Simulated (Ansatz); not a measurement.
Total energies of the cluster Mg4Se5 (the lowest singlet isomer of a short search) from Ansatz at PBE-D4/def2-SVP, gas phase (1 Eh = 27.2114 eV = 2625.5 kJ/mol). The reference geometry is relaxed at PBE-D4/def2-SVP.

Cartesian coordinates in Å:
```
Mg -0.456 1.360 0.993
Mg 0.908 -1.143 0.859
Mg -1.974 -1.448 -0.482
Mg -1.599 0.247 -2.685
Se 1.554 2.683 0.233
Se 2.049 1.025 1.970
Se -1.571 -0.724 1.894
Se 0.796 0.305 -1.361
Se 0.292 -2.304 -1.422
```

| state | geometry | energy (Eh) |
| --- | --- | --- |
| charge 0 singlet | reference | -12804.43600 |
| charge 1 doublet | reference | -12804.18837 |
| charge -1 doublet | reference | -12804.49273 |
| free Mg atom (singlet) | – | -199.87173 |
| free Se atom (triplet) | – | -2400.83018 |

Task: Work out the vertical ionisation energy to the doublet.

Result: E(charge 1 doublet) − E(charge 0 singlet) = -12804.18837 − (-12804.43600) = 0.24763 Eh = 6.74 eV. For comparison, −ε of the highest occupied level is 4.81 eV at this level, 1.93 eV less.

Task: Work out the vertical electron affinity, to the doublet.

Result: E(charge 0 singlet) − E(charge -1 doublet) = -12804.43600 − (-12804.49273) = 0.05673 Eh = 1.54 eV. The basis lacks diffuse functions, which makes affinities too small.

Task: Give the fundamental gap IE − EA, the Mulliken electronegativity (IE + EA)/2 and the hardness (IE − EA)/2.

Result: From the values in Eh: IE − EA = 0.24763 − 0.05673 = 0.19090 Eh = 5.19 eV; (IE + EA)/2 = 4.14 eV; (IE − EA)/2 = 2.60 eV. The HOMO–LUMO gap of the same run is 1.65 eV, 3.54 eV smaller than the fundamental gap.

Task: What is the binding energy per atom against free atoms?

Result: Atoms: 4 × (-199.87173) + 5 × (-2400.83018) = -12803.63782 Eh. Binding: -12803.63782 − (-12804.43600) = 0.79818 Eh = 21.72 eV, or 2.41 eV for each of 9 atoms (no zero-point energy, no counterpoise term).

At PBE-D4/def2-SVP the gap within one spin of the charge 1 doublet nearly closes, so an electron or hole may be smeared out by delocalisation error. At PBE-D4/def2-SVP the highest occupied level of the charge -1 doublet lies above zero (up to 0.09 eV). By energy differences its removal costs 1.54 eV (vertical, to the charge 0 singlet, at PBE-D4/def2-SVP); self-interaction error and the lack of diffuse functions both raise the level.  

The structure comes from a short search, and lower isomers may exist.
